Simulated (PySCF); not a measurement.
A series of related molecules.

All values: PBE0/pcSseg-1 (PySCF) at GFN2-xTB geometries, gas phase, one conformer each.

(1) Rank by HOMO energy, lowest first.
A. `CP(C)(=O)CCC(F)(F)F`
B. `CP(C)(=S)CCC(F)(F)F`
C. `P(C)(CCC(F)(F)F)C`
D. `CP(C)(=N)CCC(F)(F)F`

(2) Rank by the highest Hirshfeld charge on any atom, highest value first.
A. `CP(CCC(F)(F)F)(C)=O`
B. `CP(C)CCC(F)(F)F`
C. `CP(C)(=S)CCC(F)(F)F`
D. `CP(C)(=N)CCC(F)(F)F`

Answers

(1) A (-7.76 eV), C (-6.88 eV), B (-6.58 eV), D (-6.41 eV).

(2) A (+0.439 e), D (+0.402 e), C (+0.356 e), B (+0.261 e).

All values together:

```json
{"SMILES": "CP(C)CCC(F)(F)F", "change": "parent", "formula": "C5H10F3P", "μ (D)": "2.47", "HOMO (eV)": "-6.88", "LUMO (eV)": "1.00", "lowest IAO charge (e)": "-0.613 (C)", "highest IAO charge (e)": "+0.810 (C)", "lowest Hirshfeld charge (e)": "-0.167 (C)", "highest Hirshfeld charge (e)": "+0.261 (C)"}
{"SMILES": "CP(C)(=N)CCC(F)(F)F", "change": "phosphine turned into its imine (P=NH)", "formula": "C5H11F3NP", "μ (D)": "3.24", "HOMO (eV)": "-6.41", "LUMO (eV)": "0.93", "lowest IAO charge (e)": "-1.003 (N)", "highest IAO charge (e)": "+1.351 (P)", "lowest Hirshfeld charge (e)": "-0.418 (N)", "highest Hirshfeld charge (e)": "+0.402 (P)"}
{"SMILES": "CP(C)(=S)CCC(F)(F)F", "change": "phosphine turned into its sulfide", "formula": "C5H10F3PS", "μ (D)": "4.75", "HOMO (eV)": "-6.58", "LUMO (eV)": "0.78", "lowest IAO charge (e)": "-0.652 (C)", "highest IAO charge (e)": "+1.087 (P)", "lowest Hirshfeld charge (e)": "-0.318 (S)", "highest Hirshfeld charge (e)": "+0.356 (P)"}
{"SMILES": "CP(C)(=O)CCC(F)(F)F", "change": "phosphine turned into its oxide", "formula": "C5H10F3OP", "μ (D)": "4.40", "HOMO (eV)": "-7.76", "LUMO (eV)": "0.85", "lowest IAO charge (e)": "-0.930 (O)", "highest IAO charge (e)": "+1.525 (P)", "lowest Hirshfeld charge (e)": "-0.401 (O)", "highest Hirshfeld charge (e)": "+0.439 (P)"}
```

Conformers: `[CH3:1][P:2]([CH3:3])[CH2:4][CH2:5][C:6]([F:7])([F:8])[F:9]` with C1–P2–C4–C5 177°, P2–C4–C5–C6 177°; `[CH3:1][P:2]([CH3:3])(=[NH:4])[CH2:5][CH2:6][C:7]([F:8])([F:9])[F:10]` with C1–P2–C5–C6 110°, P2–C5–C6–C7 -78°; `[CH3:1][P:2]([CH3:3])(=[S:4])[CH2:5][CH2:6][C:7]([F:8])([F:9])[F:10]` with C1–P2–C5–C6 100°, P2–C5–C6–C7 -84°; `[CH3:1][P:2]([CH3:3])(=[O:4])[CH2:5][CH2:6][C:7]([F:8])([F:9])[F:10]` with C1–P2–C5–C6 103°, P2–C5–C6–C7 -84°.

Q: Give the shifts from the parent, `CP(C)CCC(F)(F)F`.

A: 
| SMILES | change in μ (D) | change in HOMO (eV) | change in LUMO (eV) |
| --- | --- | --- | --- |
| CP(C)(=N)CCC(F)(F)F | +0.77 | +0.47 | -0.07 |
| CP(C)(=S)CCC(F)(F)F | +2.28 | +0.30 | -0.22 |
| CP(C)(=O)CCC(F)(F)F | +1.93 | -0.88 | -0.15 |
